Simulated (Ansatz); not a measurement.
`O[SiH](O)[NH][GeH3]` + `O[SiH](Cl)[O][GeH3]` → `O[SiH](O)O[SiH](O)Cl` + `[GeH3][NH][GeH3]`  (redistribution)

Calculated with Ansatz (gas phase, PBE0-D4/def2-TZVP geometries, no zero-point term in ΔE). CCSD(T)/CBS is the MP2 limit (def2-TZVPP, def2-QZVPP) plus CCSD(T) − MP2 in def2-TZVPP, frozen cores. Functionals use def2-TZVPP. B3LYP here is the variant with VWN-RPA as its local correlation; programs differ in this. For Ge outer-core shells are correlated without core-valence functions, which leaves a few kJ/mol of doubt a bond. Scalar relativity is left out up to krypton. One conformer a species, not always the lowest.

`O[SiH](O)[NH][GeH3]`:

```xyz
12

O    -0.046    1.666   -1.167
Si    0.484    0.116   -1.139
O    -0.704   -0.710   -1.925
N     0.728   -0.384    0.467
Ge   -0.415   -0.100    1.887
H    -0.679    1.882   -1.853
H     1.783   -0.047   -1.840
H    -0.634   -1.665   -1.942
H     1.668   -0.652    0.717
H    -0.391   -1.348    2.788
H     0.018    1.125    2.712
H    -1.812    0.115    1.295
```

`O[SiH](Cl)[O][GeH3]`:

```xyz
10

O     1.650    1.028   -0.109
Si    0.669    0.453    1.063
Cl   -0.608    1.974    1.619
O    -0.143   -0.808    0.488
Ge   -1.042   -1.097   -1.031
H     1.884    1.957   -0.086
H     1.401    0.039    2.271
H    -2.216   -1.998   -0.636
H    -0.080   -1.801   -1.995
H    -1.516    0.254   -1.583
```

`O[SiH](O)O[SiH](O)Cl`:

```xyz
12

O    -0.822    0.914   -2.466
Si    0.172    0.108   -1.467
O     1.504    1.015   -1.210
O    -0.553   -0.207   -0.028
Si   -0.471   -0.229    1.581
O    -1.007   -1.621    2.214
Cl    1.517    0.056    2.088
H    -0.895    1.864   -2.362
H     0.450   -1.185   -2.111
H     1.970    0.888   -0.379
H    -1.262    0.846    2.191
H    -0.604   -2.450    1.949
```

`[GeH3][NH][GeH3]`:

Z-matrix (Å, degrees):
```
Ge
N 1 1.837
H 1 1.538 2 108.1
H 1 1.546 2 113.1 3 120.6
H 1 1.536 2 106.5 3 -119.6
Ge 2 1.837 1 123.9 3 164.1
H 2 1.010 1 113.9 3 -49.7
H 6 1.538 2 108.1 1 -164.1
H 6 1.546 2 113.1 1 75.3
H 6 1.536 2 106.5 1 -44.5
```

| level | ΔE (kJ/mol) |
| --- | --- |
| PBE0-D4 | -21.2 |
| B3LYP-D4 | -21.5 |
| ωB97X-V | -19.3 |
| B2PLYP | -21.4 |
| SCS-MP2/def2-TZVPP | -20.7 |
| CCSD/def2-TZVPP | -21.6 |
| HF/def2-QZVPP | -20.2 |
| HF/CBS(def2) | -20.2 |

(1) What does CCSD(T)/CBS give? (Best estimate.)

Largest T1 diagnostic among the species: 0.011.

Answers

(1) Ansatz gave: -23.1 kJ/mol. The listed levels differ from it by 1.9, 1.6, 3.8, 1.7, 2.4, 1.5, 2.9, 2.9 kJ/mol.
